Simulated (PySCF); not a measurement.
Species: (AgOH)2 ring, Ag2H2O2 (singlet state).
Geometry (PBE0-D3(BJ)/def2-SVP, Å), atoms numbered from 1 in this order:
```xyz
6
Ag2H2O2 angstrom
Ag     1.3397    0.2636    0.4739
O     -0.3319    1.6657    0.1185
Ag    -1.4181   -0.2438   -0.1324
O      0.2045   -1.6324    0.4400
H     -0.2597    2.2176   -0.6675
H      0.4655   -2.2706   -0.2324
```

Level of theory: PBE0-D3(BJ)/def2-SVP geometry optimisation, gas phase, def2 core potentials past Kr (PySCF 2.14.0).

Problem. Which atoms are bound to Ag1, and at what distances?

Solution. 2 atoms: O4 2.210 Å, O2 2.211 Å. The nearest atom not counted as bound is H5, at 2.77 Å (others tie with it).

Problem. What is the shape at Ag1?

Solution. Bent: angle 98.8°.

Problem. What are the other bond lengths?

Solution. O2–H5, O4–H6 0.963 Å.

Problem. Give some angles away from the centre.

Solution. Ag1–O2–Ag3 80.9°.

Problem. What are the rotational constants (commonest isotopes, rigid rotor)?

Solution. A = 4963, B = 1146, C = 934.9 MHz: an asymmetric top.

Point group: C2v (tolerance 0.08 Å). Charge 0, singlet. Whether it is a minimum is left open (no frequencies).

Hardware: one thread of an Arm Neoverse V1, no GPU, shared host. Cost: 30 s. This is the geometry optimisation.
